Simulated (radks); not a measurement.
The numbers below are computed, except where a source is named.
Ionisation of Nb, [Kr] 4d4 5s1, to Nb+, [Kr] 4d4, under several functionals. Scalar-relativistic Kohn-Sham, spin-polarised, spherical densities, point nucleus; open shells are filled with parallel spins first (spin-orbit coupling, left out, can overturn this in heavy ions); a radial shooting solver on a logarithmic mesh with Libxc functionals.

functional                                        E(Nb) (hartree)  Exc (hartree)  IE (eV)  -e(HOMO) (eV)  <r> HOMO (bohr)  IE error (eV)
LDA (Slater exchange, Perdew-Zunger correlation)      -3815.64071     -114.66832    7.404          3.797            2.188         +0.645
BP86                                                  -3820.57140     -119.65963    7.321          3.801            2.183         +0.562
RPBE                                                  -3820.00045     -119.08946    7.074          3.682            2.175         +0.315
PW91                                                  -3820.40701     -119.49976    7.232          3.757            2.178         +0.473
LDA (Slater exchange, Perdew-Wang correlation)        -3815.64594     -114.67518    7.402          3.811            2.185         +0.643
BLYP                                                  -3820.22423     -119.30197    7.002          3.421            2.188         +0.243
LDA (Slater exchange, VWN5 correlation)               -3815.66300     -114.69280    7.402          3.814            2.185         +0.643

NIST Atomic Spectra Database: 6.759 eV (measured). Closest: BLYP. The Delta-SCF values span 0.40 eV, the total energies 4.93 hartree. The highest occupied level is 4d. Open shells are spherical and high-spin; term and fine-structure splittings are not resolved.
